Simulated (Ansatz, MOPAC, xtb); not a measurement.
Diatomic AlCl+, multiplicity 2 (lowest of 2S+1 = 2, 4 at CCSD(T)/def2-TZVPP on PBE0 minima; our sources give no spin for the ground state, which may be another).

The constants come from a fifth-degree fit in 1/R (seven points, main isotopes). In def2 and cc sets the state is the lowest found near the PBE0 minimum, followed along R.

Codes used: Ansatz (a first-principles code); MOPAC for PM6 (differences of heats of formation); xtb for the GFN methods.  The GFN methods have no spin term and hold the electronic entropy of 300 K.

```tsv
level	r_e (Å)	ω_e (cm⁻¹)	ω_e x_e (cm⁻¹)	α_e (cm⁻¹)
PM6	1.986	755	3.1	0.0012
GFN1-xTB	2.065	517	4.0	0.0026
GFN2-xTB	1.983	639	3.9	0.0023
SVWN5/def2-TZVPP	2.023	589	2.9	0.0017
PBE/def2-TZVPP	2.043	570	3.0	0.0017
r2SCAN/def2-TZVPP	2.023	606	2.8	0.0016
B97M-V/def2-TZVPP	2.024	597	3.0	0.0017
B3LYP/def2-TZVPP	2.037	576	3.3	0.0018
PBE0/def2-TZVPP	2.024	599	3.0	0.0016
BHLYP/def2-TZVPP	2.019	604	3.3	0.0017
CAM-B3LYP/def2-TZVPP	2.022	597	3.2	0.0017
wB97X-V/def2-TZVPP	2.020	609	3.0	0.0016
wB97M-V/def2-TZVPP	2.030	590	3.1	0.0017
B2PLYP/def2-TZVPP	2.030	594	2.9	0.0016
CCSD/aug-cc-pV(T+d)Z	2.028	605	3.1	0.0016
CCSD/def2-TZVPP	2.026	609	3.0	0.0016
CCSD/aug-cc-pV(Q+d)Z	2.018	617	3.0	0.0016
CCSD/def2-QZVPP	2.017	618	3.0	0.0016
CCSD(T)/aug-cc-pV(T+d)Z	2.033	598	2.9	0.0016
CCSD(T)/def2-TZVPP	2.030	603	2.9	0.0016
CCSD(T)/aug-cc-pV(Q+d)Z	2.023	610	2.9	0.0016
CCSD(T)/def2-QZVPP	2.022	611	2.9	0.0016
CCSD(T)/CBS(aug-cc-pV(T+d)Z, aug-cc-pV(Q+d)Z)	2.019	616	2.9	0.0016
CCSD(T)/CBS(def2-TZVPP, def2-QZVPP)	2.019	616	2.9	0.0016
```

Correlated levels freeze the cores. CBS: X⁻³ extrapolation of the correlation energy, Hartree–Fock from the larger set. The state reached by PM6 isn't checked.
